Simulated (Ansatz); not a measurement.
Ansatz (an electronic-structure program) input:

Ansatz 0.2 input:
```yaml
crystal:
  periodic: [false, false, false]
  atoms:
    - {symbol: O, position_ang: [-0.09193863, -0.02710770, -0.06464349]}
    - {symbol: H, position_ang: [-0.07509175, -0.02177006, 0.94300683]}
    - {symbol: H, position_ang: [0.81060081, 0.23863167, -0.42585893]}
basis:
  gaussian:
    orbitals: def2-TZVP
hamiltonian:
  xc: {name: SVWN5}
total_charge: 1
magnetization: {spin_polarized: true, initial_magnetization: 1}
relax: {f_tol: 0.003, max_steps: 100}
```

Problem. Predict the final energy.

Solution. -75.42700 Eh (SVWN5/def2-TZVP). The basis has 43 functions.
